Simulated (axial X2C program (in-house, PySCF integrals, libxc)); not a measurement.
## What spin–orbit coupling does to PtSi

Computed with an in-house all-electron X2C program for linear molecules (integrals from PySCF). Spin-free means the one-electron spin-free X2C Hamiltonian; two-component (2c) means X2C with spin–orbit coupling and atomic mean-field two-electron Coulomb and Gaunt terms, so the difference of the two also holds small scalar two-electron terms. Basis: Pt dyall-cv3z [13s14p9d6f4g], Si dyall-v3z [8s7p2d1f] (cores contracted in-house); Gaussian nuclei, density fitting, unrestricted open shells. Masses: Pt 194.965 u, Si 27.977 u.

Spin-free state: M_S = 0, Λ = 0 (closed shell); fragments Pt + Si.

| level | Re (Å) | ωe (cm⁻¹) | De (eV) | μ (D) |
| --- | --- | --- | --- | --- |
| PBE0 | 2.066 | 562.5 | 5.064 | 0.83 |
| HF | 2.072 | 543.8 | 1.637 | -0.23 |
| CCSD | 2.066 | 571.7 | 4.933 | n/a |
| CCSD(T) | 2.078 | 558.2 | n/a | n/a |
| M06 | 2.094 | 524.0 | 4.841 | 1.25 |

Correlated methods: 14 electrons correlated (number of frozen shells: Pt 5 s, 4 p, 2 d, 1 f; Si 2 s, 1 p), 260 virtual spin orbitals or spinors in MP2, 88 natural virtuals in coupled cluster.

Dipoles are positive if Si is the positive end.

Two-component determinant lowest at the distance of the search:

Ω = 0 (closed shell); fragments Pt + Si.

```csv
level,Re (Å),ωe (cm⁻¹),De (eV),μ (D)
PBE0,2.072,553.9,4.811,0.72
HF,2.076,540.8,1.342,-0.33
CCSD,2.070,566.2,4.595,n/a
CCSD(T),2.082,552.9,n/a,n/a
M06,2.100,515.5,4.576,1.13
```

(1) From the two tables, how do the constants change at the CCSD(T) level (2c against spin-free)?

One determinant describes the state; a PBE0 search over occupations chose it and may have missed a lower one. The closed shell is kept restricted, so the energy runs too high when the bond is stretched far. Dissociation energies refer to the lowest single-determinant-based atoms at the same level and basis. De is not given where an atomic determinant may have missed its ground term or J level, or where the truncated virtual space spoils (T). CCSD and (T) use frozen natural virtuals with an MP2 correction for the truncation; (T) itself is uncorrected, so its De runs slightly low. The 2c atoms are single determinants rather than J levels; their spin–orbit lowering is only partly caught, and De is too large by that part. This holds for PBE0, CCSD, M06. Without a current term, density functionals place determinants with orbital angular momentum somewhat too high. The T1 diagnostic is large, a sign of multireference character.

Results:

(1) At the CCSD(T) level Re goes up by 0.004 Å and ωe drops by 5.3 cm⁻¹.
